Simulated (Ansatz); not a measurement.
```xyz
8

Si    0.994    0.636   -0.491
C    -0.748    0.188   -0.193
C    -1.897   -0.117    0.012
Zn    0.184   -2.581    2.187
H     1.293    0.510   -1.938
H     1.223    2.034   -0.051
H     1.864   -0.283    0.283
H    -2.912   -0.387    0.193
```

Charge 0, multiplicity 1. The bonds changed during the relaxation, so this is another structure than the one it started from.

Task: List the CAM-B3LYP/def2-TZVPP orbital energies in eV (Ansatz 0.2.0). (Estimate.)

Result: The calculation gave: Occupied: -9450.64, -1801.33, -1149.65, -1013.06, -1013.06, -1013.06, -279.24, -278.79, -145.91, -132.51, -101.25, -101.22, -101.22, -88.73, -88.73, -88.73, -22.84, -18.10, -16.45, -14.64, -14.64, -14.64, -14.64, -14.64, -12.91, -11.80, -11.76, -9.79, -9.75, -7.62. Lowest empty: 0.34, 0.36, 0.63, 0.98, 1.01, 1.81, 2.83, 2.95.
